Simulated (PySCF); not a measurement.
ScF2, SMILES [F][Sc+][F], charge +1.

The structure is a stationary point at PBE-D3(BJ)/def2-TZVP. The multiplicity is an assumed one; other spin states were not compared. The isomer is the one that the SMILES or the coordinates give; other isomers of the formula were not compared.

Level of theory: PBE-D3(BJ)/def2-TZVP (PySCF 2.14.0).

Frequencies are harmonic and unscaled.

**Question.** List the normal modes with their intensities. (The exact figures need the calculation; the answer reports its results.)

**Answer.** 
| mode | ν (cm⁻¹) | IR (km/mol) | moving atoms (share of kinetic energy) |
|---|---|---|---|
| 1 | 181 | 25.0 | F 77 %, Sc 23 % |
| 2 | 770 | 62.6 | F 77 %, Sc 23 % |
| 3 | 792 | 257.5 | F 63 %, Sc 37 % |
